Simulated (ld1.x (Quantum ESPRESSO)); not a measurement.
**Er, RRKJ: configuration errors across variants**

- Element: erbium (Er)
- Generator: ld1.x (Quantum ESPRESSO) 7.5
- Type: norm-conserving RRKJ (Kleinman–Bylander form)
- Functional: LDA (PZ)
- Relativity: scalar-relativistic
- Frozen core: [Kr] 4d10
- Valence charge: 22
- Reference configuration: 4f12 5s2 5p6 5d0 6s1 6p0 (charge +1)
- Partial waves: 5s (bound): rc 1.80 bohr; 5d (bound, empty): rc 2.85 bohr; 4f (bound): rc 0.60 bohr; 5p (bound): rc 1.60 bohr
- Local potential: the p channel
- Core correction: none

Occupied shells without a wave of their own: 6s. They enter only through the test configuration that unscreens the potential.

All-electron excitation energies from the reference (eV): (1) 4f12 5s2 5p6 5d0 6s2 6p0 -6.605; (2) 4f12 5s2 5p6 5d0 6s0 6p0 12.166; (3) 4f11 5s2 5p6 5d0 6s0 6p0 38.715; (4) 4f10 5s2 5p6 5d0 6s0 6p0 84.730; (5) 4f12 5s2 5p6 5d1 6s1 6p0 -3.646; (6) 4f11 5s2 5p6 5d1 6s1 6p0 5.472; (7) 4f12 5s2 5p6 5d0 6s1 6p0 spin -0.920; (8) 4f12 5s2 5p6 5d0 6s2 6p0 spin -7.311.

Spin tests fill each open shell by Hund’s rule, majority spin first.

For the base: The 6s level has no wave, so the channel is fitted at the deeper level alone: the likely source of the large errors.

Tests that are not counted but printed errors over 1 eV. “base”: 4f12 5s2 5p6 5d0 6s0 6p2 (solver errors, printed error -10.6 eV). “wave 5s (bound): rc 1.80 bohr becomes 5s (bound): rc 1.98 bohr”: 4f12 5s2 5p6 5d0 6s0 6p2 (solver errors, printed error -4939 eV). “wave 5s (bound): rc 1.80 bohr becomes 5s (bound): rc 2.08 bohr”: 4f12 5s2 5p6 5d0 6s0 6p2 (solver errors, printed error -5125 eV). “wave 5s (bound): rc 1.80 bohr becomes 5s (bound): rc 2.32 bohr”: 4f12 5s2 5p6 5d0 6s0 6p2 (solver errors, printed error -5.2 eV). “wave 5s (bound): rc 1.80 bohr becomes 5s (bound): rc 2.50 bohr”: 4f12 5s2 5p6 5d1 6s1 6p0 (solver errors, printed error -5205 eV); 4f12 5s2 5p6 5d0 6s2 6p0 (solver errors, printed error -5201 eV); 2 more.

4 further variants failed, have other tests or too few solved ones, and are left out.

The file “base” misses its own reference levels by 0.6 eV. The file “wave 5s (bound): rc 1.80 bohr becomes 5s (bound): rc 1.98 bohr” misses its own reference levels by 0.6 eV. The file “wave 5s (bound): rc 1.80 bohr becomes 5s (bound): rc 2.08 bohr” misses its own reference levels by 0.6 eV. The file “wave 5s (bound): rc 1.80 bohr becomes 5s (bound): rc 2.32 bohr” misses its own reference levels by 0.8 eV. The file “wave 5s (bound): rc 1.80 bohr becomes 5s (bound): rc 2.50 bohr” misses its own reference levels by 1.2 eV.

Errors AE − PS in meV (a dash: test not solved or not reliable):

| change | (1) | (2) | (3) | (4) | (5) | (6) | (7) | (8) | bound ghosts |
| --- | --- | --- | --- | --- | --- | --- | --- | --- | --- |
| base | +419 | -762 | -1457 | -2729 | +11 | -186 | +931 | +1312 | not determined |
| wave 5s (bound): rc 1.80 bohr becomes 5s (bound): rc 1.98 bohr | +426 | -759 | -1390 | -2536 | +8.8 | -193 | +916 | +1309 | not determined |
| wave 5s (bound): rc 1.80 bohr becomes 5s (bound): rc 2.08 bohr | +459 | -816 | -1475 | -2608 | +9.3 | -176 | +917 | +1339 | not determined |
| wave 5s (bound): rc 1.80 bohr becomes 5s (bound): rc 2.32 bohr | +631 | -1144 | -2066 | -3379 | +16 | -92 | +948 | +1509 | not determined |
| wave 5s (bound): rc 1.80 bohr becomes 5s (bound): rc 2.50 bohr | – | -1740 | -3239 | -5137 | – | +51 | +1019 | – | not determined |

(1) Give the same row for: wave 5s (bound): rc 1.80 bohr becomes 5s (bound): rc 1.76 bohr.

Results:

(1) +433, -796, -1552, -2904, +13, -170, +941, +1329; bound ghosts: not determined. Not counted: 4f12 5s2 5p6 5d0 6s0 6p2 (solver errors, printed error -13.5 eV).
